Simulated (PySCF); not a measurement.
```xyz
4

F     -0.7767     1.3444    -0.1676
Si    -0.1767     0.0145     0.4590
F     -0.9947    -1.1915    -0.1717
Br     1.9481    -0.1673    -0.1197
```

Charge 0, multiplicity 2.

**Question.** Give the Mulliken and meta-Löwdin atomic charges from r2SCAN-D4/def2-TZVP in PySCF 2.14.0.

**Answer.** 
```
atom  Mulliken (e)  meta-Löwdin (e)
----  ------------  ---------------
F1           -0.27            -0.47
Si2           0.70             1.15
F3           -0.27            -0.47
Br4          -0.16            -0.21
```
